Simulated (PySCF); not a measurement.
# Working out the ionisation energy of Ti⁸⁺

Ti⁸⁺ [Ne] 3s2 3p2 (3P) → Ti⁹⁺ [Ne] 3s2 3p1 (2P). All numbers are calculated (PySCF 2.14, no relativity, point nucleus, in an even-tempered Gaussian basis (18 s from 0.32 bohr⁻², ratio 2.5; 12 p from 0.42 bohr⁻², ratio 2.5; 5 d from 2.8 bohr⁻², ratio 2.7; 5 f from 4.2 bohr⁻², ratio 2.7)). Frozen: 1s2; the 21 highest virtual orbitals dropped. Energies in hartree (1 hartree = 27.21139 eV):

```
             part  Ti⁸⁺ (lower)  Ti⁹⁺ (upper)
              UHF   -825.962166   -818.937897
MP2 opposite-spin     -0.313479     -0.303238
    MP2 same-spin     -0.107534     -0.096966
```

**Question.** What does Hartree-Fock give?

**Answer.** (-818.937897) − (-825.962166) = 7.024269 hartree = 191.140 eV.

**Question.** What do MP2 and SCS-MP2 (6/5 opposite-spin, 1/3 same-spin) give?

**Answer.** The opposite-spin parts differ by 0.279 eV and the same-spin parts by 0.288 eV. MP2: 191.140 + (0.279) + (0.288) = 191.707 eV. SCS-MP2: 191.140 + 1.2 × (0.279) + (0.288)/3 = 191.571 eV.

A first-order spin-orbit estimate adds -0.033 eV to MP2 (outer shells), giving 191.674 eV against 192.1 ± 0.4 eV (semi-empirical (NIST evaluation); NIST Atomic Spectra Database, ionization energies).

The calculation is non-relativistic.

What remains against the reference includes basis incompleteness, the frozen core and correlation beyond second order.
